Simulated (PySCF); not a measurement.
NICS in one family of compounds.

Definitions: NICS(0) = −σiso at the ring centroid; NICS(1) = −σiso and NICS(1)zz = −σzz at ±1 Å along the ring normal z. Level: GIAO PBE0/pcSseg-1 (PySCF, non-relativistic, gas phase) on the GFN2-xTB geometries, one conformer each. Atom numbers follow the mapped SMILES.

Task: Order these rings by mean NICS(1)zz, lowest (most negative) first (ppm).
A. ring C4–C5–C6–C7–C8 in `[CH3:1][NH2+:2][CH2:3][CH:4]1[CH2:5][CH2:6][CH2:7][CH2:8]1` (charge +1)
B. ring C4–C5–C6 in `[CH3:1][NH2+:2][CH2:3][CH:4]1[CH2:5][CH2:6]1` (charge +1)
C. ring C4–C5–C6–N7–C8–C9 in `[CH3:1][NH2+:2][CH2:3][c:4]1[cH:5][cH:6][n:7][cH:8][cH:9]1` (charge +1)
D. ring C4–C5–C6–C7–S8 in `[CH3:1][NH2+:2][CH2:3][c:4]1[cH:5][cH:6][cH:7][s:8]1` (charge +1)

Result: C (-29.0), D (-26.0), B (-23.0), A (-3.3).

| SMILES | ring | NICS(0) | NICS(1) | NICS(1)zz | HOMA | rms pucker (Å) | ring atoms with four or more neighbours |
| --- | --- | --- | --- | --- | --- | --- | --- |
| C[NH2+]Cc1ccncc1 | 6-membered ring with N; formal bonds all aromatic | -7.8 | -11.6 | -29.0 | 0.99 | 0.00 | 0 |
| C[NH2+]Cc1cccs1 | 5-membered ring with S; formal bonds all aromatic | -12.1 | -11.1 | -26.0 | 0.79 | 0.00 | 0 |
| C[NH2+]CC1CC1 | 3-membered carbocycle; formal bonds all single | -44.3 | -8.6 | -23.0 | – | 0.00 | 3 |
| C[NH2+]CC1CCCC1 | 5-membered carbocycle; formal bonds all single | -5.5 | -4.0 | -3.3 | – | 0.19 | 5 |

NICS(0) gives another order. The isotropic NICS(1) gives the same order. HOMA uses Krygowski's 1993 parameters; it is left out where a ring has a four-coordinate atom, a triple bond, no multiple bond or a kind of bond without parameters. NICS(1) and NICS(1)zz are means over the two faces.
